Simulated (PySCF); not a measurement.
Worked example: chemical shift, span and skew from a shielding tensor

Ga(Cl)(Me)(NH2) (CH₅ClGaN), SMILES [Ga]([NH2])([Cl])[CH3]. Atoms are numbered in the order given.

```xyz
9

Ga    -0.0493    -0.3142     0.0000
Cl     0.2714     1.8284     0.0000
C      1.4757    -1.5231     0.0000
H      2.0966    -1.3363     0.8887
H      1.1592    -2.5757     0.0000
H      2.0966    -1.3363    -0.8887
N     -1.7993    -0.7448     0.0000
H     -2.1606    -1.6900     0.0000
H     -2.5359    -0.0502     0.0000
```

Geometry: PBE0-D3(BJ)/def2-SVP. The structure was generated by enumeration; whether it is a known compound was not checked. The values are those of a single conformer.

GIAO shieldings from PySCF with PBE/pcSseg-1, non-relativistic, no solvent. The symmetric part of the tensor of C3 has the principal values 178.1, 182.4, 196.3 ppm. The same nucleus in TMS has σ = 182.0 ppm at this level (PySCF, at its B3LYP-D3(BJ)/def2-TZVP geometry). Without spin–orbit terms, shifts of atoms bonded to Cl or Br come out too high.

Problem. Work out the isotropic shielding, the ¹³C shift against TMS, the span and the skew.

Solution. 
σ(iso) = (σ11 + σ22 + σ33)/3 = 185.6 ppm. δ = σ(ref) − σ(iso) = 182.0 − (185.6) = -3.6 ppm.
Span Ω = σ33 − σ11 = 18.2 ppm. Skew κ = 3(σ(iso) − σ22)/Ω = 0.53. Tumbling in solution averages the tensor to δ; in a static solid the shielding alone would spread this spin-1/2 line over Ω.
